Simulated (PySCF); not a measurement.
## Worked example: oscillator strength and radiative lifetime

C₄H₇FO, SMILES C([C@H]1C[C@@H]1F)O.

The structure is a stationary point at PBE-D3(BJ)/def2-SVP. Other conformers were not sampled.

PySCF with TDA-LC-ωPBE/def2-SVPD puts the first singlet state with f over 0.02 at 8.81 eV (vertical), with the transition dipole (0.293, 0.040, 0.104) in atomic units.

Task: Find the oscillator strength, the wavelength and the radiative lifetime that this transition would have in vacuum if emission retraced absorption.

Result: 
|μ|² = 0.0983 au, so |μ| = 0.80 D. ΔE = 8.81/27.211 = 0.3238 hartree. f = (2/3) ΔE |μ|² = 0.021 (the program prints 0.021).
λ = 1239.84/8.81 = 141 nm; ν = 71057 cm⁻¹.
Einstein's coefficient A = 0.6670 ν² f s⁻¹ (ν in cm⁻¹) = 7.1e7 s⁻¹, so τ = 1/A = 14 ns. This state is S3; the lower singlets have f = 0.008, 0.002. The figure is the radiative limit of this one transition; relaxation, internal conversion, crossing to triplets and a medium change what is measured.
